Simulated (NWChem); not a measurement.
System: GeH$_{3}$SeF; SMILES F[Se][GeH3]

The following NWChem deck was run.

```
start job
memory heap 200 mb stack 900 mb global 1100 mb
geometry units angstroms noautoz
  Se    -0.267167     0.977396    -0.452434
  F      1.056865     1.496391     0.624015
  Ge     0.124587    -1.324040    -0.091055
  H     -0.056001    -1.640817     1.400396
  H     -0.939489    -2.031413    -0.947925
  H      1.544191    -1.676935    -0.557599
end
basis spherical
  Se library pcseg-1
  F library pcseg-1
  Ge library pcseg-1
  H library pcseg-1
end
dft
  xc xtpss03 ctpss03
  iterations 150
  mulliken
end
task dft energy
```

Output (shortened):

```
             Northwest Computational Chemistry Package (NWChem) 7.3.0
             --------------------------------------------------------

 CS  symmetry detected

                             Geometry "geometry" -> ""
                             -------------------------

 Output coordinates in angstroms (scale by  1.889725989 to convert to a.u.)

  No.       Tag          Charge          X              Y              Z
 ---- ---------------- ---------- -------------- -------------- --------------
    1 Se                  34.0000    -0.40375062    -1.00532634     0.00000000
    2 F                    9.0000     1.31978035    -1.46423808     0.00000000
    3 Ge                  32.0000     0.04731703     1.31355520     0.00000000
    4 H                    1.0000     0.83906742     1.67638327    -1.26448053
    5 H                    1.0000    -1.34278200     1.97270553     0.00000000
    6 H                    1.0000     0.83906742     1.67638327     1.26448053

 Effective nuclear repulsion energy (a.u.)     438.9129947622

      Symmetry information
      --------------------

 Group name             Cs
 Group number              2
 Group order               2
 No. of unique centers     5

                                 NWChem DFT Module
                                 -----------------

 Summary of "ao basis" -> "ao basis" (spherical)
 ------------------------------------------------------------------------------
       Tag                 Description            Shells   Functions and Types
 ---------------- ------------------------------  ------  ---------------------
 Se                         pcseg-1                 11       27   5s4p2d
 F                          pcseg-1                  6       14   3s2p1d
 Ge                         pcseg-1                 11       27   5s4p2d
 H                          pcseg-1                  3        5   2s1p

      Symmetry analysis of basis
      --------------------------

        a'         57
        a"         26

            General Information
            -------------------
          SCF calculation type: DFT
          Wavefunction type:  closed shell.
          No. of atoms     :     6
          No. of electrons :    78
           Alpha electrons :    39
            Beta electrons :    39
          Charge           :     0
          Spin multiplicity:     1
          Use of symmetry is: on ; symmetry adaption is: on
          Maximum number of iterations: 150
          AO basis - number of functions:    83
                     number of shells:    37
          Convergence on energy requested:  1.00D-06
          Convergence on density requested:  1.00D-05
          Convergence on gradient requested:  5.00D-04

              XC Information
              --------------
                  TPSS metaGGA Exchange Functional  1.000
             TPSS03 metaGGA Correlation Functional  1.000

             Grid Information
             ----------------
          Grid used for XC integration:  medium
          Radial quadrature: Mura-Knowles
          Angular quadrature: Lebedev.
          Tag              B.-S. Rad. Rad. Pts. Rad. Cut. Ang. Pts.
          ---              ---------- --------- --------- ---------
          Se                  1.15      112          10.0       590
          F                   0.50       49          11.0       434
          Ge                  1.25      112           8.0       590
          H                   0.35       45          10.0       434
          Grid pruning is: on
          Number of quadrature shells:   363
          Spatial weights used:  Erf1

      Superposition of Atomic Density Guess
      -------------------------------------

 Sum of atomic energies:       -4575.37711834

      Non-variational initial energy
      ------------------------------

 Total energy =   -4575.869083
 1-e energy   =   -7254.055123
 2-e energy   =    2239.273045
 HOMO         =      -0.256432
 LUMO         =      -0.086109

      Symmetry analysis of molecular orbitals - initial
      -------------------------------------------------

  Numbering of irreducible representations:

     1 a'          2 a"

  Orbital symmetries:

     1 a'          2 a'          3 a'          4 a'          5 a'
     6 a"          7 a'          8 a'          9 a"         10 a'
    11 a'         12 a'         13 a'         14 a'         15 a'
    16 a"         17 a'         18 a"         19 a'         20 a'
    21 a'         22 a"         23 a'         24 a"         25 a'
    26 a"         27 a'         28 a'         29 a'         30 a"
    31 a'         32 a'         33 a"         34 a'         35 a'
    36 a"         37 a'         38 a'         39 a"         40 a'
    41 a'         42 a'         43 a"         44 a'         45 a'
    46 a"         47 a"         48 a'         49 a'

     ---------------------------------------------
      Total Density - Mulliken Population Analysis
     ---------------------------------------------

    Atom       Charge   Shell Charges
 -----------   ------   -------------------------------------------------------
    1 Se  34    33.73   2.00  2.00  2.00  1.16  0.73  6.00  5.99  1.58  2.18 10.01  0.06
    2 F    9     9.60   2.00  0.96  0.99  3.54  2.10  0.00
    3 Ge  32    31.68   2.00  2.00  2.00  0.88  0.44  6.00  5.98  1.12  1.14 10.02  0.11
    4 H    1     1.00   0.70  0.29  0.01
    5 H    1     0.98   0.69  0.29  0.01
    6 H    1     1.00   0.70  0.29  0.01

   convergence    iter        energy       DeltaE   RMS-Dens  Diis-err
 ---------------- ----- ----------------- --------- --------- ---------
 d= 0,ls=0.0,diis     1  -4579.5074657685 -5.02D+03  1.75D-02  5.43D-01
 d= 0,ls=0.0,diis     2  -4579.3408818362  1.67D-01  1.12D-02  2.28D+00
 d= 0,ls=0.0,diis     3  -4579.5682306318 -2.27D-01  2.63D-03  9.07D-02
 d= 0,ls=0.0,diis     4  -4579.5759624825 -7.73D-03  1.25D-03  5.66D-03
 d= 0,ls=0.0,diis     5  -4579.5767681716 -8.06D-04  4.66D-04  8.34D-04
  Resetting Diis
 d= 0,ls=0.0,diis     6  -4579.5769028431 -1.35D-04  1.36D-04  5.93D-05
 d= 0,ls=0.0,diis     7  -4579.5769123545 -9.51D-06  5.87D-05  2.52D-06
 d= 0,ls=0.0,diis     8  -4579.5769117336  6.21D-07  3.11D-05  7.56D-06
 d= 0,ls=0.0,diis     9  -4579.5769128279 -1.09D-06  6.48D-06  3.86D-07
 d= 0,ls=0.0,diis    10  -4579.5769128722 -4.43D-08  1.51D-06  2.30D-08

         Total DFT energy =    -4579.576912872210
      One electron energy =    -7253.799473378885
           Coulomb energy =     2412.957287415489
    Exchange-Corr. energy =     -177.647721671045
 Nuclear repulsion energy =      438.912994762231

 Numeric. integr. density =       78.000013837213

                  Occupations of the irreducible representations
                  ----------------------------------------------

                     irrep           alpha         beta
                     --------     --------     --------
                     a'               28.0         28.0
                     a"               11.0         11.0

                       DFT Final Molecular Orbital Analysis
                       ------------------------------------

 Vector   37  Occ=2.000000D+00  E=-3.372974D-01  Symmetry=a"
              MO Center=  6.2D-01,  1.2D+00, -4.4D-13, r^2= 3.0D+00
   Bfn.  Coefficient  Atom+Function         Bfn.  Coefficient  Atom+Function
  ----- ------------  ---------------      ----- ------------  ---------------
    55      0.328593  3 Ge pz                69     -0.322908  4 H  s
    79      0.322908  6 H  s                 58      0.227168  3 Ge pz
    33     -0.221459  2 F  pz                52     -0.201999  3 Ge pz
    36     -0.152098  2 F  pz                70     -0.115584  4 H  s
    80      0.115584  6 H  s                 62      0.068777  3 Ge d  1

 Vector   38  Occ=2.000000D+00  E=-2.813685D-01  Symmetry=a'
              MO Center=  3.6D-02, -5.4D-01,  4.6D-13, r^2= 3.4D+00
   Bfn.  Coefficient  Atom+Function         Bfn.  Coefficient  Atom+Function
  ----- ------------  ---------------      ----- ------------  ---------------
    32     -0.348863  2 F  py                13      0.341435  1 Se py
    16      0.335884  1 Se py                54     -0.267368  3 Ge py
    35     -0.253852  2 F  py                10     -0.218808  1 Se py
    15      0.162450  1 Se px                51      0.158444  3 Ge py
     4     -0.157501  1 Se s                 57     -0.156468  3 Ge py

 Vector   39  Occ=2.000000D+00  E=-2.144902D-01  Symmetry=a"
              MO Center= -1.8D-01, -8.7D-01,  7.9D-16, r^2= 2.4D+00
   Bfn.  Coefficient  Atom+Function         Bfn.  Coefficient  Atom+Function
  ----- ------------  ---------------      ----- ------------  ---------------
    17      0.578572  1 Se pz                14      0.494948  1 Se pz
    11     -0.317028  1 Se pz                33     -0.277926  2 F  pz
    36     -0.211088  2 F  pz                 8      0.103488  1 Se pz
    69      0.091763  4 H  s                 79     -0.091763  6 H  s
    70      0.085863  4 H  s                 80     -0.085863  6 H  s

 Vector   40  Occ=0.000000D+00  E=-1.112318D-01  Symmetry=a'
              MO Center= -1.4D-01, -8.7D-01, -2.3D-14, r^2= 2.7D+00
   Bfn.  Coefficient  Atom+Function         Bfn.  Coefficient  Atom+Function
  ----- ------------  ---------------      ----- ------------  ---------------
    15      0.587790  1 Se px                12      0.404854  1 Se px
    31      0.354436  2 F  px                34      0.282220  2 F  px
    16     -0.274451  1 Se py                30     -0.270195  2 F  s
     9     -0.251235  1 Se px                 4      0.192895  1 Se s
    13     -0.184487  1 Se py                 3     -0.135848  1 Se s

 Vector   41  Occ=0.000000D+00  E=-3.981979D-02  Symmetry=a'
              MO Center= -6.1D-02,  5.8D-01,  2.1D-15, r^2= 4.6D+00
   Bfn.  Coefficient  Atom+Function         Bfn.  Coefficient  Atom+Function
  ----- ------------  ---------------      ----- ------------  ---------------
    46      0.845733  3 Ge s                 57     -0.787419  3 Ge py
    16     -0.693782  1 Se py                 5     -0.538925  1 Se s
    45      0.408251  3 Ge s                 54     -0.302787  3 Ge py
    15     -0.298396  1 Se px                44     -0.293509  3 Ge s
     4     -0.287487  1 Se s                 13     -0.287176  1 Se py

 Vector   42  Occ=0.000000D+00  E= 3.508229D-03  Symmetry=a'
              MO Center=  4.2D-02,  1.8D+00, -2.1D-14, r^2= 4.3D+00
   Bfn.  Coefficient  Atom+Function         Bfn.  Coefficient  Atom+Function
  ----- ------------  ---------------      ----- ------------  ---------------
    46      1.618743  3 Ge s                 75     -1.049119  5 H  s
    70     -0.926660  4 H  s                 80     -0.926660  6 H  s
    57      0.801273  3 Ge py                45      0.539030  3 Ge s
    44     -0.365965  3 Ge s                 54      0.184382  3 Ge py
    74     -0.183468  5 H  s                 69     -0.168284  4 H  s

     ---------------------------------------------
      Total Density - Mulliken Population Analysis
     ---------------------------------------------

    Atom       Charge   Shell Charges
 -----------   ------   -------------------------------------------------------
    1 Se  34    33.84   2.00  2.00  2.00  1.29  0.63  6.00  5.98  1.81  2.00  9.99  0.15
    2 F    9     9.40   2.00  0.96  1.02  3.38  2.04  0.01
    3 Ge  32    31.85   2.00  2.00  2.00  1.03  0.32  6.00  5.98  1.37  1.00  9.98  0.19
    4 H    1     0.97   0.75  0.21  0.01
    5 H    1     0.98   0.75  0.22  0.01
    6 H    1     0.97   0.75  0.21  0.01

     -------------------------------------------
      Total Density - Lowdin Population Analysis
     -------------------------------------------

    Atom       Charge   Shell Charges
 -----------   ------   -------------------------------------------------------
    1 Se  34    33.74   2.00  2.00  1.94  1.05  0.73  5.99  5.78  1.93  2.09  9.88  0.36
    2 F    9     9.27   1.99  0.95  0.88  3.28  2.15  0.01
    3 Ge  32    31.94   2.00  1.99  1.91  0.75  0.42  5.99  5.80  1.43  1.28  9.86  0.50
    4 H    1     1.02   0.64  0.36  0.02
    5 H    1     1.02   0.63  0.36  0.02
    6 H    1     1.02   0.64  0.36  0.02

     Multipole analysis of the density
     ---------------------------------

     L   x y z        total         alpha         beta         nuclear
     -   - - -        -----         -----         ----         -------
     0   0 0 0     -0.000000    -39.000000    -39.000000     78.000000

     1   1 0 0     -0.499719     -0.249859     -0.249859      0.000000
     1   0 1 0      0.739148      0.369574      0.369574     -0.000000
     1   0 0 1      0.000000      0.000000      0.000000      0.000000

     2   2 0 0    -31.848896    -59.672938    -59.672938     87.496980
     2   1 1 0      1.398485      3.267585      3.267585     -5.136685
     2   1 0 1     -0.000000     -0.000000     -0.000000      0.000000
     2   0 2 0    -31.192313   -226.976123   -226.976123    422.759933
     2   0 1 1      0.000000      0.000000      0.000000      0.000000
     2   0 0 2    -32.618229    -22.018929    -22.018929     11.419628
```

Level: TPSS/pcseg-1. The geometry was optimised at PBE0/def2-SVP.
